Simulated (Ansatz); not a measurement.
Basis-set extrapolation for CH7AlBFSi (PBE0-D4/def2-TZVP geometry, frozen core, the Gaussian-basis code of Ansatz). Multiplicity 1, RHF reference.

```json
{"": "HF", "def2-TZVPP": "-696.947395", "def2-QZVPP": "-696.971125"}
{"": "MP2 correlation", "def2-TZVPP": "-0.737741", "def2-QZVPP": "-0.794699"}
{"": "CCSD(T) correlation", "def2-TZVPP": "-0.822843", "def2-QZVPP": "not run"}
```

Energies in hartree. Use E(X) = E(∞) + A·exp(−7.88·√X) for Hartree–Fock and E(X) = E(∞) + B·X^(−2.97) for correlation, with X = 3 and 4, and add CCSD(T) minus MP2 of the smaller set to the MP2 limit.

Question: What is the CCSD(T) energy at the basis-set limit?

Answer: HF limit: -696.971125 + (-0.023730) × 0.13774 = -696.97439. MP2 limit: -0.794699 + (-0.056958) × 0.74074 = -0.83689. Higher-order term: -0.822843 − (-0.737741) = -0.08510. Total: -697.89638 hartree, 3.43 eV below CCSD(T)/def2-TZVPP.
